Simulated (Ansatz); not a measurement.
Level of theory: B3LYP-D3(BJ)/def2-SVP (Ansatz, a program for electronic structure). No frequencies were computed at this level.

Ansatz 0.2 input:
```yaml
crystal:
  periodic: [false, false, false]
  atoms:
    - { symbol: C, position_ang: [-2.432182, -1.398066, 0.953993] }
    - { symbol: C, position_ang: [-2.17146, -0.196131, 0.447406] }
    - { symbol: S, position_ang: [-3.471037, 0.931989, 0.005987] }
    - { symbol: C, position_ang: [-0.819188, 0.319503, 0.205989] }
    - { symbol: C, position_ang: [-0.531245, 1.671369, 0.377427] }
    - { symbol: C, position_ang: [0.750168, 2.141593, 0.161356] }
    - { symbol: C, position_ang: [1.752432, 1.273252, -0.23258] }
    - { symbol: C, position_ang: [1.492364, -0.080532, -0.425129] }
    - { symbol: Si, position_ang: [2.844488, -1.283867, -0.961248] }
    - { symbol: C, position_ang: [0.199377, -0.536993, -0.202356] }
    - { symbol: H, position_ang: [-3.435433, -1.753265, 1.116369] }
    - { symbol: H, position_ang: [-1.634414, -2.059577, 1.242575] }
    - { symbol: H, position_ang: [-4.473324, 0.133672, 0.370006] }
    - { symbol: H, position_ang: [-1.312328, 2.34991, 0.688536] }
    - { symbol: H, position_ang: [0.965907, 3.191124, 0.300626] }
    - { symbol: H, position_ang: [2.750748, 1.651716, -0.400624] }
    - { symbol: H, position_ang: [3.185778, -2.15251, 0.169484] }
    - { symbol: H, position_ang: [2.345559, -2.100813, -2.069709] }
    - { symbol: H, position_ang: [4.021036, -0.521664, -1.38016] }
    - { symbol: H, position_ang: [-0.027246, -1.580711, -0.367948] }
basis:
  gaussian: { orbitals: def2-svp }
hamiltonian:
  xc: b3lyp
  dispersion: d3bj
relax:
  max_steps: 150
```

Output:

```
Functional definition: B3LYP
2236 factors; integrals over basis functions are off by at most 3.6e-4 eV
mean field evaluation 1: about -27147.7337 eV, gradient 6.7e1 eV
mean field evaluation 2: about -27140.4618 eV, gradient 8.4e1 eV
mean field evaluation 4: about -27160.1040 eV, gradient 7.7e0 eV
mean field evaluation 8: about -27160.3202 eV, gradient 5.2e-1 eV
mean field evaluation 16: about -27160.3209 eV, gradient 1.7e-4 eV
mean field -27160.32088497 eV, -998.1233825959 hartree, gradient 6.9e-5 eV, S^2 0.000000; 0 other end points of the search recorded, 0 dependent functions left out
reference -27160.32122091 eV, -998.1233949416 hartree; 44, 44 occupied and 154, 154 virtual orbitals, 2236 factors
relax step   1: F+E_penalty+E_count = -27161.49616012 eV  Δ(F+E_penalty+E_count) = +0.000e0 eV  max|allowed force component| = 5.498e-1 eV/Å  Δτ_max = 0.0000 Å  (30 SCF iters, accepted)
these checks for a lower state are left out or cut short: starts, cluster_reference, orbital_swaps, neighbouring_geometries, increment
2236 factors; integrals over basis functions are off by at most 3.8e-4 eV
mean field -27160.43151979 eV, -998.1274483507 hartree, gradient 1.3e-5 eV, S^2 0.000000; 0 other end points of the search recorded, 0 dependent functions left out
reference -27160.43185900 eV, -998.1274608164 hartree; 44, 44 occupied and 154, 154 virtual orbitals, 2236 factors
relax step   2: F+E_penalty+E_count = -27161.59854572 eV  Δ(F+E_penalty+E_count) = -1.024e-1 eV  max|allowed force component| = 2.038e-1 eV/Å  Δτ_max = 0.1018 Å  (32 SCF iters, accepted)
these checks for a lower state are left out or cut short: starts, cluster_reference, orbital_swaps, neighbouring_geometries, increment
2236 factors; integrals over basis functions are off by at most 3.9e-4 eV
mean field evaluation 32: about -27160.4408 eV, gradient 9.5e-6 eV
mean field -27160.44082354 eV, -998.1277902572 hartree, gradient 9.4e-6 eV, S^2 0.000000; 0 other end points of the search recorded, 0 dependent functions left out
reference -27160.44116431 eV, -998.1278027802 hartree; 44, 44 occupied and 154, 154 virtual orbitals, 2236 factors
relax step   3: F+E_penalty+E_count = -27161.60547411 eV  Δ(F+E_penalty+E_count) = -6.928e-3 eV  max|allowed force component| = 1.019e-1 eV/Å  Δτ_max = 0.0689 Å  (33 SCF iters, accepted)
these checks for a lower state are left out or cut short: starts, cluster_reference, orbital_swaps, neighbouring_geometries, increment
2236 factors; integrals over basis functions are off by at most 3.9e-4 eV
mean field -27160.44196350 eV, -998.1278321497 hartree, gradient 2.3e-5 eV, S^2 0.000000; 0 other end points of the search recorded, 0 dependent functions left out
reference -27160.44230445 eV, -998.1278446796 hartree; 44, 44 occupied and 154, 154 virtual orbitals, 2236 factors
relax step   4: F+E_penalty+E_count = -27161.60654381 eV  Δ(F+E_penalty+E_count) = -1.070e-3 eV  max|allowed force component| = 8.502e-2 eV/Å  Δτ_max = 0.0299 Å  (32 SCF iters, accepted)
these checks for a lower state are left out or cut short: starts, cluster_reference, orbital_swaps, neighbouring_geometries, increment
2236 factors; integrals over basis functions are off by at most 3.9e-4 eV
mean field -27160.44293302 eV, -998.1278677792 hartree, gradient 2.3e-5 eV, S^2 0.000000; 0 other end points of the search recorded, 0 dependent functions left out
reference -27160.44327434 eV, -998.1278803222 hartree; 44, 44 occupied and 154, 154 virtual orbitals, 2236 factors
relax step   5: F+E_penalty+E_count = -27161.60733894 eV  Δ(F+E_penalty+E_count) = -7.951e-4 eV  max|allowed force component| = 4.961e-2 eV/Å  Δτ_max = 0.0289 Å  (32 SCF iters, accepted)
these checks for a lower state are left out or cut short: starts, cluster_reference, orbital_swaps, neighbouring_geometries, increment
2236 factors; integrals over basis functions are off by at most 3.9e-4 eV
mean field -27160.44319633 eV, -998.1278774554 hartree, gradient 1.3e-5 eV, S^2 0.000000; 0 other end points of the search recorded, 0 dependent functions left out
reference -27160.44353757 eV, -998.1278899958 hartree; 44, 44 occupied and 154, 154 virtual orbitals, 2236 factors
relax step   6: F+E_penalty+E_count = -27161.60791533 eV  Δ(F+E_penalty+E_count) = -5.764e-4 eV  max|allowed force component| = 7.918e-3 eV/Å  Δτ_max = 0.0141 Å  (26 SCF iters, accepted)
2236 factors; integrals over basis functions are off by at most 3.9e-4 eV
mean field evaluation 64: about -27160.4431 eV, gradient 1.8e-1 eV
mean field -27160.44319633 eV, -998.1278774554 hartree, gradient 1.3e-5 eV, S^2 0.000000; 1 other end points of the search recorded, 0 dependent functions left out
reference -27160.44353757 eV, -998.1278899958 hartree; 44, 44 occupied and 154, 154 virtual orbitals, 2236 factors
Total energy: -27161.60825658 eV, -998.1706926298 hartree
Atom 0 at    -2.438287    -1.413049     0.981806 Å, force    -0.005465    -0.002832     0.002355 eV/Å
Atom 1 at    -2.209133    -0.211036     0.424543 Å, force     0.001255     0.006558    -0.002149 eV/Å
Atom 2 at    -3.504943     0.887026    -0.126119 Å, force    -0.001976     0.000510     0.003166 eV/Å
Atom 3 at    -0.840863     0.321042     0.190096 Å, force     0.005843    -0.006226    -0.007918 eV/Å
Atom 4 at    -0.537725     1.681089     0.381450 Å, force    -0.004895    -0.005573     0.004909 eV/Å
Atom 5 at     0.759007     2.152097     0.178185 Å, force     0.003671    -0.002275    -0.000744 eV/Å
Atom 6 at     1.772071     1.277901    -0.223081 Å, force     0.004102     0.000232     0.003686 eV/Å
Atom 7 at     1.498691    -0.085385    -0.432187 Å, force    -0.001010    -0.002648    -0.001350 eV/Å
Atom 8 at     2.851097    -1.281036    -0.965650 Å, force     0.002684     0.002152    -0.001625 eV/Å
Atom 9 at     0.186717    -0.541369    -0.227903 Å, force    -0.001813     0.001592     0.001372 eV/Å
Atom 10 at    -3.446267    -1.812666     1.112189 Å, force     0.003461    -0.000534    -0.001833 eV/Å
Atom 11 at    -1.604970    -2.018649     1.344102 Å, force    -0.001553     0.002628     0.002861 eV/Å
Atom 12 at    -4.531170     0.220104     0.449107 Å, force    -0.000169     0.000451    -0.000349 eV/Å
Atom 13 at    -1.323944     2.365658     0.705468 Å, force    -0.002037     0.002103    -0.001735 eV/Å
Atom 14 at     0.981916     3.209974     0.336844 Å, force    -0.002011     0.001399    -0.000671 eV/Å
Atom 15 at     2.782382     1.664523    -0.382463 Å, force    -0.001446    -0.000434    -0.000885 eV/Å
Atom 16 at     3.239564    -2.185119     0.158103 Å, force     0.002034    -0.000141    -0.001357 eV/Å
Atom 17 at     2.376687    -2.134202    -2.094384 Å, force     0.000074     0.000234     0.000957 eV/Å
Atom 18 at     4.052084    -0.507843    -1.394547 Å, force    -0.000804    -0.000950     0.000552 eV/Å
Atom 19 at    -0.062916    -1.589063    -0.415560 Å, force     0.000056     0.003754     0.000756 eV/Å
Dipole moment:    -0.101363     0.001820     0.139967 e Å
```

Cost: about 90 core-seconds (a rough figure).
